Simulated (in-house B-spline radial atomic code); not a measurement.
A fraction x of an electron is removed from 5s in La3+, starting from [Kr] 4d10 5s2 5p6 and keeping the highest spin. All numbers are computed (scalar-relativistic (X2C) LDA VWN5, spin-polarised, spherical fractional occupations; Fermi nucleus of rms radius 4.855 fm) with a radial B-spline atomic code at the basis-set limit, not measured.

| x | E(x) - E(0) (eV) | 5s down level (eV) |
| --- | --- | --- |
| 0 | 0.0000 | -61.832 |
| 0.08 | 4.9880 | -62.869 |
| 0.25 | 15.8635 | -65.081 |
| 0.31 | 19.7919 | -65.866 |
| 0.42 | 27.1164 | -67.308 |
| 0.5 | ? | ? |
| 0.54 | ? | ? |
| 0.69 | 45.7700 | -70.872 |
| 0.78 | 52.2023 | -72.067 |
| 0.95 | 64.6461 | -74.334 |
| 1 | 68.3795 | - |

Question: What belongs in the row x = 0.5?

Answer: An energy change of 32.5432 eV; 5s down at -68.361 eV.

Question: What belongs in the row x = 0.54?

Answer: An energy change of 35.2882 eV; 5s down at -68.888 eV.

Question: Check Janak's theorem between x = 0.08 and 0.25.

Answer: The slope of the energy is 63.97 eV; the orbital levels give 63.98 eV (-ε of the emptying orbital, averaged over the two points).
